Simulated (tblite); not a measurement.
C₂H₇ClS₃Si₂.
Atom-mapped SMILES: `[CH3:1][C:2](=[S:3])[S:4][Si@@H:5]([Cl:6])[S:7][SiH3:8]` (hydrogens: H9, H10, H11 on C1; H12 on Si5; H13, H14, H15 on Si8)

Computed with GFN2-xTB (tblite), gas phase: L-BFGS steps from a force-field or distance-geometry start until the largest atomic force falls under 0.01 eV/Å.

Step 80: E = -699.5471 eV
```
atom  x, y, z in Å  |  force x, y, z in eV/Å
C1     -3.6458    0.8779   -0.4429    0.013  -0.039   0.003
C2     -2.3285    0.2957   -0.0656   -0.023   0.074   0.044
S3     -2.1405   -0.6403    1.2592    0.011   0.001  -0.034
S4     -1.0178    0.7497   -1.1067   -0.022  -0.023  -0.013
Si5     0.6350   -0.2776   -0.1241   -0.003  -0.014  -0.008
Cl6     0.4670   -2.2615   -0.3243    0.022   0.017   0.011
S7      2.2828    0.4940   -1.2426    0.038   0.014  -0.002
Si8     4.0014   -0.5046   -0.4010   -0.012   0.015   0.015
H9     -4.4527    0.2992    0.0015    0.001   0.023  -0.005
H10    -3.7529    0.9113   -1.5257   -0.019   0.019   0.020
H11    -3.7042    1.9015   -0.0653    0.000  -0.039  -0.031
H12     0.6808    0.2007    1.2412    0.038  -0.022   0.004
H13     4.1859    0.0066    0.9484   -0.025   0.019   0.048
H14     5.0711   -0.1158   -1.2999   -0.017  -0.007  -0.029
H15     3.7142   -1.9289   -0.3800   -0.002  -0.037  -0.022
```

Step 81: E = -699.5477 eV
```
atom  x, y, z in Å  |  force x, y, z in eV/Å
C1     -3.6472    0.8741   -0.4412    0.003  -0.022   0.003
C2     -2.3274    0.2983   -0.0651   -0.019   0.057   0.033
S3     -2.1322   -0.6377    1.2583    0.003  -0.005  -0.017
S4     -1.0197    0.7554   -1.1077    0.000  -0.019  -0.019
Si5     0.6358   -0.2726   -0.1275    0.005   0.007  -0.008
Cl6     0.4687   -2.2555   -0.3313    0.019   0.008   0.011
S7      2.2866    0.4963   -1.2468    0.001   0.021  -0.006
Si8     3.9974   -0.5059   -0.4002    0.029  -0.029   0.038
H9     -4.4524    0.2954    0.0061    0.005   0.015  -0.005
H10    -3.7577    0.9072   -1.5237   -0.014   0.007   0.017
H11    -3.7072    1.8982   -0.0663   -0.004  -0.025  -0.021
H12     0.6860    0.2067    1.2379    0.035  -0.026  -0.009
H13     4.1784    0.0027    0.9514   -0.029   0.017   0.034
H14     5.0756   -0.1225   -1.2924   -0.032  -0.005  -0.024
H15     3.7111   -1.9322   -0.3791   -0.002  -0.002  -0.025
```

**Question.** Estimate the geometry and energy of step 82. (The exact step hangs on the optimiser's Hessian estimate; all steps are aligned on step 81, rigid shifts and turns removed.)

**Answer.** E = -699.5482 eV, largest force 0.084 eV/Å
```
atom  x, y, z in Å  |  force x, y, z in eV/Å
C1     -3.6486    0.8707   -0.4400   -0.008   0.001   0.005
C2     -2.3260    0.3028   -0.0644   -0.009   0.029   0.013
S3     -2.1246   -0.6334    1.2577   -0.003  -0.008   0.001
S4     -1.0208    0.7603   -1.1096    0.010  -0.011  -0.020
Si5     0.6360   -0.2685   -0.1308    0.015   0.020  -0.009
Cl6     0.4683   -2.2506   -0.3372    0.017  -0.001   0.010
S7      2.2902    0.4976   -1.2494   -0.023   0.022  -0.004
Si8     3.9954   -0.5074   -0.3982    0.048  -0.050   0.047
H9     -4.4511    0.2907    0.0100    0.006   0.009  -0.004
H10    -3.7624    0.9041   -1.5219   -0.006  -0.008   0.008
H11    -3.7119    1.8952   -0.0676   -0.007  -0.007  -0.008
H12     0.6899    0.2089    1.2354    0.033  -0.024  -0.017
H13     4.1739    0.0001    0.9549   -0.031   0.013   0.021
H14     5.0778   -0.1277   -1.2875   -0.038  -0.003  -0.019
H15     3.7097   -1.9349   -0.3790   -0.002   0.018  -0.024
```

The energy changes by -0.0005 eV. The first-order estimate −F·Δx gives -0.0007 eV and the mean of the old and new forces, exact on a quadratic surface, -0.0005 eV. The step makes an angle of 77° with the force vector and moves no atom by more than 0.009 Å.

What follows is the cost of the whole relaxation. Time: 3.4 s of wall time. Hardware: one thread, Arm Neoverse N1 (aarch64), no GPU (shared host).
